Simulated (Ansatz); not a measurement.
Method: frozen-core CCSD(T)/cc-pVTZ // r2SCAN-D4/def2-TZVP in Ansatz (a first-principles code).

Ansatz 0.2 input:
```yaml
crystal:
  periodic: [false, false, false]
  atoms:
    - { symbol: N, position_ang: [2.359353, -0.38617, 0.682745] }
    - { symbol: C, position_ang: [1.365341, -0.005902, 0.230476] }
    - { symbol: B, position_ang: [0.049211, 0.524931, -0.371674] }
    - { symbol: N, position_ang: [-0.960212, -0.372548, -0.67128] }
    - { symbol: H, position_ang: [-0.088804, 1.690354, -0.572688] }
    - { symbol: H, position_ang: [-1.840912, -0.085011, -1.065779] }
    - { symbol: H, position_ang: [-0.883986, -1.365659, -0.516834] }
basis:
  gaussian: { orbitals: cc-pVTZ }
correlation:
  method: ccsd_t
```

Output:

```
Functional definition: HF
940 factors; integrals over basis functions are off by at most 1.0e-3 eV
mean field evaluation 1: about -4712.8770 eV, gradient 3.7e1 eV
mean field evaluation 2: about -4712.8811 eV, gradient 3.7e1 eV
mean field evaluation 4: about -4715.9688 eV, gradient 5.2e0 eV
mean field evaluation 8: about -4716.0456 eV, gradient 3.6e-1 eV
mean field evaluation 16: about -4715.9643 eV, gradient 5.2e0 eV
mean field -4716.04619562 eV, -173.3115010382 hartree, gradient 4.9e-6 eV, S^2 0.000000; 0 other end points of the search recorded, 0 dependent functions left out
4 core orbitals not correlated
reference -4716.04619562 eV, -173.3115010382 hartree; 10, 10 occupied and 148, 148 virtual orbitals, 940 factors
second order -17.62552650 eV of doubles, -0.00000000 eV of singles
cycle   1  -17.42915556 eV  change    2.0e-1 eV  update   1.0e-1
cycle   2  -17.94725321 eV  change   -5.2e-1 eV  update   3.2e-2
cycle   3  -18.06247641 eV  change   -1.2e-1 eV  update   1.6e-2
cycle   4  -18.05515795 eV  change    7.3e-3 eV  update   4.4e-3
cycle   5  -18.05774018 eV  change   -2.6e-3 eV  update   2.3e-3
cycle   6  -18.05839138 eV  change   -6.5e-4 eV  update   6.3e-4
cycle   7  -18.05797365 eV  change    4.2e-4 eV  update   2.7e-4
cycle   8  -18.05793349 eV  change    4.0e-5 eV  update   8.7e-5
cycle   9  -18.05790315 eV  change    3.0e-5 eV  update   3.5e-5
cycle  10  -18.05787882 eV  change    2.4e-5 eV  update   8.8e-6
perturbative correction -0.85417700 eV, -0.0313904258 hartree
Total energy: -4734.95825145 eV, -174.0065062708 hartree
```

Cost: around 40 core-seconds (rough).
